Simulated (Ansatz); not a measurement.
Gas-phase electronic energies from Ansatz, PBE0-D4/def2-TZVP geometries. CBS: MP2 limit from def2 TZ/QZ plus the TZ coupled-cluster correction, frozen cores. DFT in def2-TZVPP. B3LYP here is the variant with VWN-RPA as its local correlation; programs differ in this. Each species was taken in one conformer, which may not be the lowest.

`N[SiH](F)[SiH2]O` + `CCO[SiH2]N` → `N[SiH2]O[SiH](N)F` + `CC[SiH2]O`  (redistribution)

`N[SiH](F)[SiH2]O`:

Cartesian coordinates in Å:
```
N -1.470 0.209 -0.973
Si 0.133 0.765 -0.759
F 0.262 2.361 -0.589
Si 0.940 -0.292 1.173
O 0.806 -1.930 0.973
H -2.146 0.271 -0.228
H -1.919 0.256 -1.874
H 0.847 0.426 -2.016
H 2.372 -0.014 1.442
H 0.148 0.181 2.348
H 0.027 -2.233 0.503
```

`CCO[SiH2]N`:

```xyz
14

C     1.069    0.602   -2.019
C     0.073    0.484   -0.892
O     0.699   -0.106    0.229
Si   -0.035   -0.241    1.695
N    -1.436   -1.213    1.763
H     1.450   -0.383   -2.295
H     1.915    1.224   -1.720
H     0.600    1.051   -2.898
H    -0.783   -0.127   -1.204
H    -0.316    1.478   -0.626
H     1.019   -0.830    2.549
H    -0.478    1.107    2.142
H    -1.417   -2.212    1.644
H    -2.358   -0.833    1.632
```

`N[SiH2]O[SiH](N)F`:

Z-matrix (Å, degrees):
```
Si
O 1 1.636
N 1 1.718 2 112.0
H 1 1.482 2 105.9 3 121.3
H 1 1.483 2 109.1 3 -118.1
Si 2 1.622 1 142.5 3 21.5
H 3 1.007 1 121.2 2 92.5
H 3 1.007 1 119.7 2 -120.8
N 6 1.693 2 108.5 1 6.4
F 6 1.599 2 106.7 1 -116.3
H 6 1.474 2 111.6 1 129.7
H 9 1.009 6 118.5 2 -30.6
H 9 1.006 6 122.7 2 177.9
```

`CC[SiH2]O`:

Cartesian coordinates in Å:
```
C -0.888 0.552 -1.085
C -0.238 -0.710 -0.523
Si 0.981 -0.374 0.852
O 0.280 0.384 2.142
H -0.140 1.248 -1.474
H -1.461 1.078 -0.317
H -1.578 0.324 -1.902
H -1.001 -1.400 -0.148
H 0.298 -1.250 -1.314
H 2.091 0.468 0.313
H 1.531 -1.646 1.386
H 0.124 1.326 2.071
```

| level | ΔE (kJ/mol) | difference from CCSD(T)/CBS |
| --- | --- | --- |
| PBE-D4 | -200.7 | 32.8 |
| r2SCAN-D4 | -225.8 | 7.7 |
| PBE0-D4 | -214.8 | 18.7 |
| B3LYP-D4 | -223.0 | 10.5 |
| ωB97X-V | -221.1 | 12.4 |
| ωB97M-V | -233.0 | 0.5 |
| PBE | -197.3 | 36.2 |
| r2SCAN | -225.0 | 8.5 |
| PBE0 | -211.9 | 21.6 |
| B3LYP | -217.5 | 16.0 |
| MP2/def2-TZVPP | -243.7 | -10.2 |
| CCSD/def2-TZVPP | -233.9 | -0.4 |
| HF/def2-QZVPP | -242.5 | -9.0 |
| SCS-MP2/def2-QZVPP | -240.1 | -6.6 |
| MP2/CBS(def2) | -245.7 | -12.2 |
| CCSD/CBS(def2) | -235.9 | -2.4 |
| CCSD(T)/CBS | -233.5 | 0 |

Largest T1 diagnostic among the species: 0.012.

The D4 term adds −5.5 kJ/mol with B3LYP and −2.9 kJ/mol with PBE0; it sums over pairs of atoms, weighted by their polarisabilities, and B3LYP, whose exchange is more repulsive, gets the larger term. From PBE to PBE0 (25 % exact exchange), in def2-TZVPP and without D4, ΔE moves by −14.6 kJ/mol.
